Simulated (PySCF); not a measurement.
AlHI2O. Atoms are numbered in the order given.

```xyz
5

Al     0.0000     0.0000     0.9086
I      0.0000    -2.1316    -0.3380
I      0.0000     2.1316    -0.3380
O      0.0000     0.0000     2.5626
H      0.0000     0.0000     3.5131
```
Charge 0, spin multiplicity 1.

The structure is a stationary point at B3LYP-D3(BJ)/def2-SVP. The geometry has at least one imaginary mode, so it is a saddle point at that level. The def2 effective core potentials stand for the cores of I; spin–orbit coupling is left out. The values are those of a single conformer.

Method: B3LYP/def2-TZVP (PySCF).

Gas-phase values at a fixed geometry.

### Question
Estimate the frontier levels, gap, dipole moment and polarisability. (An estimate is asked for; the answer gives what the named calculation found.)

### Answer

- highest occupied level: -7.35 eV
- lowest empty level: -1.70 eV
- orbital gap: 5.65 eV
- dipole moment: 1.88 D
- quadrupole, principal values (traceless, Buckingham form, about the centre of nuclear charge): -6.74, -1.15, 7.89 D·Å
- mean static polarisability: 91.8 bohr³ (13.61 Å³)
- polarisability, principal values: 67.3, 84.1, 124.0 bohr³
